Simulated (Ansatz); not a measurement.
Ansatz results at the PBE0-D4/def2-TZVP geometry: LUMO energy (B3LYP/def2-TZVPP) -0.74 eV; HOMO energy (B3LYP/def2-TZVPP) -6.37 eV; HOMO energy (PBE/def2-TZVPP) -5.34 eV.

Each molecule was computed in one conformer, which needn't be the lowest.

Which molecule gave them?
A. `C[C]1([SiH3])[AlH][S]1`
B. `BC[CH2][ZnH]`
C. `[CH3][Sb]([NH2])[SiH3]`
D. `N[CH]([SiH3])[SbH2]`

D. The others give `BC[CH2][ZnH]`: -1.58, -6.92, -6.00; `C[C]1([SiH3])[AlH][S]1`: -1.65, -6.40, -5.54; `[CH3][Sb]([NH2])[SiH3]`: -0.88, -6.50, -5.64.

B3LYP here is the variant with VWN-RPA as its local correlation; programs differ in this.
